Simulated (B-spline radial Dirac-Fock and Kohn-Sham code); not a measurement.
# How the binding energies of Ru²⁰⁺ add up

System: ruthenium as Ru²⁰⁺ in the configuration [Ar] 3d6; nuclear rms radius 4.4809 fm (A = 102).

Calculated with a radial atomic solver, using Dirac-Fock (average of configuration) total-energy differences with a finite nucleus, the Breit interaction including its frequency dependence, and self-energy and vacuum-polarisation corrections. The model has no electron correlation. Energies are counted from the vacuum level.

All terms are in eV, carry their sign (relaxation lowers the binding energy) and add up to the binding energy; ⟨r⟩ is the mean radius of the orbital in the initial state.

```csv
subshell,−ε (Koopmans),relaxation,Breit,self-energy,vacuum polarisation,binding energy,⟨r⟩ (bohr)
K,22935.7,-40.26,-42.48,-24.00,2.87,22831.8,0.033
L1,3950.7,-14.20,-3.87,-2.84,0.32,3930.1,0.144
L2,3694.3,-16.71,-6.40,0.24,-0.01,3671.4,0.123
L3,3561.8,-16.02,-4.28,-0.02,-0.02,3541.5,0.128
M1,1204.8,-2.04,-0.68,-0.60,0.06,1201.5,0.383
M2,1103.1,-2.30,-1.13,0.04,0.00,1099.7,0.373
M3,1077.1,-2.15,-0.71,-0.01,0.00,1074.2,0.382
"M4,5",915.6,-2.83,-0.27,0.04,0.00,912.5,0.349
```

For the deepest level, K (1s), the Breit terms make up -0.186 % of the binding energy, QED -0.093 % and orbital relaxation -0.176 %.

Spin-orbit splittings: 2p 129.9 eV, 3p 25.47 eV.

Going to the tabulated ground configuration of the next ion removes an electron from M4,5 (3d), computed at 912.5 eV. NIST lists 905 ± 4 eV as the ionisation energy of this species (theoretical), -7.55 eV from the computed value. Where a p, d or f shell is open in either ion the computed value averages over both j values and all terms, while the table refers to the lowest levels; that difference holds spin-orbit splitting (largest in heavy or highly charged ions), term energies where several electrons share open shells, and correlation, and it can reach 10 % or more.
